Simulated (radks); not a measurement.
The numbers below are computed, except where a source is named.
Ionisation of Yb+, [Xe] 4f14 6s1, to Yb2+, [Xe] 4f14, under several functionals. Dirac Kohn-Sham, spin-unpolarised, spherical densities, finite nucleus; a radial shooting solver on a logarithmic mesh with Libxc functionals.

functional  E(Yb+) (hartree)  Exc (hartree)  IE (eV)  -e(HOMO) (eV)  <r> HOMO (bohr)  IE error (eV)
BP86             -14075.8799      -296.3253   12.261          9.310           0.7974         +0.082
HCTH/407         -14082.4480      -303.2636   12.399          9.203            3.617         +0.220
SOGGA            -14069.1282      -289.5089   12.035          9.100           0.7970         -0.144
revPBE           -14074.3729      -294.8065   12.113          9.093           0.7969         -0.066

NIST Atomic Spectra Database: 12.179 eV (measured). Closest: revPBE. The Delta-SCF values span 0.36 eV, the total energies 13.32 hartree. The highest occupied level is 4f7/2. Spin polarisation and multiplet splitting are left out, so open shells lie too high by an amount that depends on their filling.

Beside tabulated values, note that spin-unpolarised runs miss the spin-polarisation part of the exchange energy of open shells.
